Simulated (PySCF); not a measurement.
# First hyperpolarisability: SMILES C=C/C=C/C=C/C=C/Cl, C8H9Cl

Molfile (atoms numbered from 1):
```
C8H9Cl
     RDKit          3D

 18 17  0  0  0  0  0  0  0  0999 V2000
   -4.1649   -0.9722    0.3108 C   0  0  0  0  0  0  0  0  0  0  0  0
   -3.1349   -0.1940   -0.0210 C   0  0  0  0  0  0  0  0  0  0  0  0
   -1.7613   -0.5819    0.1322 C   0  0  0  0  0  0  0  0  0  0  0  0
   -0.7176    0.2027   -0.2032 C   0  0  0  0  0  0  0  0  0  0  0  0
    0.6477   -0.1837   -0.0504 C   0  0  0  0  0  0  0  0  0  0  0  0
    1.6925    0.6010   -0.3862 C   0  0  0  0  0  0  0  0  0  0  0  0
    3.0597    0.2056   -0.2295 C   0  0  0  0  0  0  0  0  0  0  0  0
    4.0861    0.9917   -0.5658 C   0  0  0  0  0  0  0  0  0  0  0  0
    5.7223    0.5138   -0.3763 Cl  0  0  0  0  0  0  0  0  0  0  0  0
   -4.0169   -1.9577    0.7213 H   0  0  0  0  0  0  0  0  0  0  0  0
   -5.1847   -0.6530    0.1843 H   0  0  0  0  0  0  0  0  0  0  0  0
   -3.3134    0.7920   -0.4313 H   0  0  0  0  0  0  0  0  0  0  0  0
   -1.5792   -1.5671    0.5425 H   0  0  0  0  0  0  0  0  0  0  0  0
   -0.9032    1.1876   -0.6136 H   0  0  0  0  0  0  0  0  0  0  0  0
    0.8338   -1.1680    0.3604 H   0  0  0  0  0  0  0  0  0  0  0  0
    1.5116    1.5854   -0.7972 H   0  0  0  0  0  0  0  0  0  0  0  0
    3.2474   -0.7769    0.1809 H   0  0  0  0  0  0  0  0  0  0  0  0
    3.9662    1.9812   -0.9796 H   0  0  0  0  0  0  0  0  0  0  0  0
  1  2  2  0
  2  3  1  0
  3  4  2  0
  4  5  1  0
  5  6  2  0
  6  7  1  0
  7  8  2  0
  8  9  1  0
  1 10  1  0
  1 11  1  0
  2 12  1  0
  3 13  1  0
  4 14  1  0
  5 15  1  0
  6 16  1  0
  7 17  1  0
  8 18  1  0
M  END
```

Method: quadratic response CAM-B3LYP/def2-SVPD first hyperpolarisability, Taylor convention, gas phase (PySCF). Geometry: GFN2-xTB.

(1) Give β for the processes computed.

(2) Which lowest excitations, dipole and polarisabilities go with it?

Answers

(1) In au, Taylor convention; the vector part is βᵢ = ⅓ Σⱼ (βᵢⱼⱼ + βⱼᵢⱼ + βⱼⱼᵢ); β∥ is 3/5 of the vector part along the dipole, the dipole points from − to +:
```csv
process,λ (nm),β vector norm,β∥,β HRS,depolarisation ratio
"static β(0;0,0)",∞,739.0,-422.8,299.9,5.36
"second harmonic β(−2ω;ω,ω)",1907,850.0,-486.1,345.4,5.33
"Pockels β(−ω;ω,0)",1907,773.3,-442.4,–,–
"second harmonic β(−2ω;ω,ω)",1064,1215.7,-694.1,495.4,5.24
"Pockels β(−ω;ω,0)",1064,858.7,-491.0,–,–
```

(2) S1 4.15 eV (f = 1.715); S2 5.68 eV (f = 0.000); S3 5.88 eV (f = 0.000); dipole 1.74 D; isotropic α 159.6 au static, 161.7 au at 1907 nm, 166.5 au at 1064 nm, 168.4 au at 953.5 nm, 196.0 au at 532 nm.
